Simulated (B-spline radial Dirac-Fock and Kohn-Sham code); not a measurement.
Satellites and hypersatellites of the K lines of S³⁺

System: the S³⁺ ion, [Ne] 3s2 3p1, inside a Watson sphere of charge -3 and radius 2.4 Å (a model of the Madelung potential; inside it an electron's potential energy is raised by 18.0 eV).

The run's input, task.json:

```json
{"items": [{
  "Z": 16,
  "q": 3,
  "cfg": [[1, 0, 2], [2, 0, 2], [2, 1, 6], [3, 0, 2], [3, 1, 1]],
  "A": 32,
  "rrms": 3.2611,
  "watson": [-3, 2.4],
  "do": ["binding", "quiet", "double"]
}]}
```

Command: `python xray_run.py task.json out`

The computed values come from a radial B-spline solver: relaxed Dirac-Fock hole states (ΔSCF) with Breit and QED corrections and a finite nucleus. Each two-hole energy is an average over J within one jj subconfiguration, not an observable level; in light atoms, where LS coupling holds, the j-resolved values are not observed lines, and for a K spectator the Kα1 hypersatellite is nearly forbidden. Correlation energy is missing from these numbers.

Lines without a spectator: Kα2 (K-L2) 2309.9 eV, Kα1 (K-L3) 2311.1 eV. Shifts in eV with one spectator hole (a dash: not computed, or left out as unreliable):

```
spectator hole     Kα2     Kα1
        K (1s)  +162.0  +162.4
    L2 (2p1/2)  +12.28  +15.33
    L3 (2p3/2)  +14.94  +14.09
```
